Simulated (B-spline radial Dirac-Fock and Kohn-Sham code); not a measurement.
Photoionisation of cobalt ions at Al Kα (taken as 1486.9 eV)

Level of theory: the independent-particle Dirac-Slater model, thresholds from Dirac-Fock; a radial finite-basis atomic code. Cross sections in kb; a dash marks an empty subshell or a threshold above the photon energy.

```
  ion  configuration  total    3s  3p1/2  3d3/2  3d5/2     4s
   Co   [Ar] 3d7 4s2  374.3  11.4   9.09   1.47   2.15  0.799
  Co⁺       [Ar] 3d8  373.0  11.2   8.92   1.53   2.24      –
 Co³⁺       [Ar] 3d6  375.1  11.5   9.31   1.46   2.14      –
 Co⁵⁺       [Ar] 3d4  377.4  12.2   9.99   1.15   1.69      –
 Co⁹⁺   [Ne] 3s2 3p6  385.1  14.3   12.0      –      –      –
Co¹⁵⁺       [Ne] 3s2  365.9  17.8      –      –      –      –
Co¹⁷⁺   [He] 2s2 2p6  284.2     –      –      –      –      –
```

Values without a named source are computed, but for edge energies of neutral atoms, which are taken from tables.
